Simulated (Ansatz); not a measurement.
A nudged elastic band was laid between two geometries of AlF3H2O (7 atoms, charge 0, multiplicity 1).

All numbers below come from RHF/def2-SVP in Ansatz 0.2.0.

```yaml
movable_images: 9
climbing_image: yes
spring: 5.0 eV/Å²
optimiser: quadratic models (default)
start_path: through a guess of the saddle point
force_threshold: 0.03 eV/Å
iteration_limit: 60
end_points: relaxed
```

Image 0:

```xyz
7
Properties=species:S:1:pos:R:3
Al -0.082 0.097 0.144
O -0.288 -0.057 1.830
H -0.486 -0.765 2.415
F 1.361 -0.301 -0.537
F -1.398 0.090 -0.842
F 0.132 1.987 0.665
H -0.001 1.808 1.566
```

Image 10:

```xyz
7
Properties=species:S:1:pos:R:3
Al 0.041 0.485 -0.082
O -0.093 0.176 1.830
H -0.817 -0.362 2.133
F 1.410 -0.290 -0.566
F -1.401 -0.219 -0.483
F 0.101 2.135 0.011
H -0.003 0.933 2.398
```

(1) Which bonds break or form, and what moves?

(2) What energy profile does the band end with?

(3) What is the geometry of the highest image?

(4) What are the harmonic wavenumbers there?

Answers

(1) Bonds broken: F6–H7. Bonds formed: O2–H7.

(2) The run converged. The highest image is number 4 of 0 to 10, 0.140 eV above the first end and 1.330 eV above the last; the last end lies 1.190 eV below the first. A vibrational analysis at the climbing image gives one clearly imaginary mode, 1004i cm⁻¹: a first-order saddle point. The orbitals stay closed-shell, which can raise the energy where a bond breaks towards radicals; this wasn't checked here.

```tsv
image	path coordinate (Å)	energy (eV)	F6–H7 (Å)	O2–H7 (Å)
0	0.00	0.000	0.93	1.91
1	0.16	0.006	0.93	1.79
2	0.33	0.032	0.95	1.64
3	0.49	0.086	0.98	1.48
4	0.66	0.140	1.07	1.30
5	0.93	-0.254	1.36	1.07
6	1.19	-0.829	1.68	0.97
7	1.46	-1.065	2.02	0.96
8	1.72	-1.158	2.31	0.95
9	1.99	-1.186	2.56	0.95
10	2.26	-1.190	2.67	0.95
```

(3) 
```xyz
7
Properties=species:S:1:pos:R:3
Al -0.026 0.211 0.048
O -0.183 0.064 1.809
H -0.585 -0.476 2.467
F 1.401 -0.247 -0.618
F -1.405 0.024 -0.824
F 0.100 1.934 0.740
H -0.062 1.348 1.619
```

(4) 1004i, 135, 188, 242, 271, 294, 510, 688, 767, 904, 957, 1000, 1199, 2151, 4262 cm⁻¹.

The run took 2.3 min on 1 thread of Arm Neoverse V2, on a shared host, peak memory 0.15 GiB.
